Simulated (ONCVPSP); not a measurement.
hafnium: ONCV pseudisation with PBE, scalar-relativistic reference atom.

```
Element                 : Hf (Z = 72)
Generator               : ONCVPSP 4.0.1
Type                    : optimised norm-conserving Vanderbilt (ONCV)
Functional              : PBE
Relativity              : scalar-relativistic
Frozen core             : [Kr] 4d10 4f14
Valence charge          : 12
Reference configuration : 5s2 5p6 5d1 (charge +3)
Partial waves           : 5s: rc 1.20 bohr, ncon 4, nbas 8, qcut 5.6 1/bohr, 2 projectors, debl 2.5 Ha; 5p: rc 1.65 bohr, ncon 3, nbas 6, qcut 6.7 1/bohr, 1 projector; 5d: rc 2.55 bohr, ncon 3, nbas 8, qcut 5 1/bohr, 2 projectors, debl 3.3 Ha
Local potential         : polynomial inside 0.95 bohr (lpopt 5, dvloc0 1 Ha)
Core correction         : polynomial model core, fcfact 0.75
```

In the s channel the program set the typed energies aside and used -3.464, 0.250 Ha.

Question: Does the generator finish with these settings?

Answer: Yes, a potential is produced and its reference levels are reproduced.

Question: Estimate the cutoffs (Ha) at which the residual kinetic energy of the hardest occupied pseudo-wave falls to 1 and 0.1 mHa per electron.

Answer: 107 Ha and 127 Ha.

Question: Does the potential have ghost states?

Answer: Ghosts flagged at negative energy: s at -33.1 eV, p at -1.40 eV; GHOST(+) flagged for d at 136.9 eV. A true bound ghost makes a file unfit for plane-wave use.

Question: Which valence shell sets the plane-wave cutoff?

Answer: 5s: 107 Ha for 1 mHa per electron, against 16 Ha for 5p.

Its largest configuration-test error is -138 meV (5s2 5p5 5d2 6s2). 2 of 4 tests not solved or not reliable.
